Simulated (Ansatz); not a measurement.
CH8O2Si2 can be A, `C[SiH2]O[SiH2]O`, or B, `O[SiH2]C[SiH2]O`.

Isolated molecules relaxed with PBE0-D4/def2-TZVP in Ansatz; ΔE leaves out vibrations. CCSD(T)/CBS adds triple-zeta CCSD(T) − MP2 to the extrapolated MP2 energy (def2 sets, frozen cores). DFT in def2-TZVPP. Each species was taken in one conformer, which may not be the lowest.

Which isomer does CCSD(T)/CBS put lower? Give the gap. (An estimate is asked.)

The calculation gave: A, by 108.8 kJ/mol.

Give E(B) − E(A) in kJ/mol with r2SCAN-D4, HF/def2-TZVPP, PBE-D4, ωB97M-V, MP2/def2-TZVPP, CCSD/def2-TZVPP, PBE0-D4. (Best estimate.)

Ansatz gave: r2SCAN-D4 106.9, HF/def2-TZVPP 134.5, PBE-D4 95.2, ωB97M-V 106.4, MP2/def2-TZVPP 108.9, CCSD/def2-TZVPP 112.5, PBE0-D4 100.0. None reverses the order clearly.

Largest T1 diagnostic: 0.011.

The D4 term adds −3.8 kJ/mol with B3LYP and −1.7 kJ/mol with PBE0; it sums over pairs of atoms, weighted by their polarisabilities, and B3LYP, whose exchange is more repulsive, gets the larger term. In def2-TZVPP, CCSD(T) changes the Hartree–Fock value by −25.8 kJ/mol (the triples alone add −3.7 kJ/mol) and MP2 by −25.6 kJ/mol.

B3LYP here is the variant with VWN-RPA as its local correlation; programs differ in this.
